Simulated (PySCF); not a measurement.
An unknown is described by computed data only.

Formula: C6H6NPS.

- 13C NMR: chemical shifts (computed TMS as zero) by class: 143.7 (1 C), 142.8 (1 C), 141.9 (1 C), 132.6 (1 C), 121.8 (1 C), 17.1 (1 C) ppm [GIAO PBE0/pcSseg-1]
- Polarisability: 111.7 au [CAM-B3LYP/def2-SVPD]
- Rotational structure: rotational constants A, B, C: 1.906, 0.924, 0.802 GHz [GFN2-xTB]
- UV, first state: lowest singlet excitation: 5.20 eV (238 nm, f = 0.199) [TDDFT CAM-B3LYP/def2-SVPD]
- NMR, other nuclei: isotropic shieldings of nuclei other than C and H, by class: -36 (1 N), 386 (1 P), 259 (1 S) ppm [GIAO PBE0/pcSseg-1]
- Triplet: lowest triplet excitation (Tamm–Dancoff): 3.56 eV [TDA CAM-B3LYP/def2-SVPD]

Electronic properties: PySCF, gas phase, density fitting. Levels stand in brackets. The structure is a single GFN2-xTB conformer in the gas phase; no vibrational or solvent corrections. Each NMR value is the plain mean over a class of atoms that symmetry, rotation or inversion makes alike.

Problem. What is the compound? Reason from the data.

Solution. Numbering: `[N:1]#[C:2][CH2:3][PH:4][c:5]1[cH:6][cH:7][cH:8][s:9]1`. 6 carbons fall into 6 classes; from least to most shielded: substituted aromatic carbon [C5] (143.7 ppm), aromatic CH carbon [C6] (142.8 ppm), aromatic CH next to a ring sulfur [C8] (141.9 ppm), aromatic CH carbon [C7] (132.6 ppm), nitrile carbon [C2] (121.8 ppm), chain sp3 carbon bound to phosphorus [C3] (17.1 ppm). The other shieldings belong to: -36 ppm, nitrile nitrogen [N1]; 386 ppm, phosphine phosphorus [P4]; 259 ppm, thiophene-type sulfur [S9]. The optimised geometry has point group C1 and is an asymmetric top. Structure: `c1csc(c1)PCC#N`. Computed isomers that give other values at the same levels: `CCc1cpc(C#N)s1` (13C chemical shifts (computed TMS as zero) by class: 177.4 (1 C), 153.2 (1 C), 150.3 (1 C), 120.2 (1 C), 30.7 (1 C), 23.5 (1 C) ppm). The assignments are read from this structure; whether some other isomer fits the data as well wasn't checked.

Conformer computed: `[N:1]#[C:2][CH2:3][PH:4][c:5]1[cH:6][cH:7][cH:8][s:9]1`: C2–C3–P4–C5 50°, C3–P4–C5–C6 -106°.
